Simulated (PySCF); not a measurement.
B(H)(Me)(vinyl) (C₃H₇B), SMILES C=CBC.

Geometry optimised at B3LYP-D3(BJ)/def2-SVP. The structure was generated by enumeration, and PubChem lists no compound with its InChIKey, so it may never have been made. The values are those of a single conformer.

These are HF/def2-TZVP run with PySCF values and carry that method's errors.

The molecule is in vacuum.

Computed frontier levels, gap, dipole moment and polarisability:
* **highest occupied level**: -10.41 eV
* **lowest empty level**: 1.89 eV
* **orbital gap**: 12.30 eV
* **dipole moment**: 0.94 D
* **quadrupole, principal values (traceless, Buckingham form, about the centre of nuclear charge)**: -1.41, -0.56, 1.96 D·Å
* **mean static polarisability**: 50.2 bohr³ (7.44 Å³)
* **polarisability, principal values**: 36.4, 49.3, 64.9 bohr³
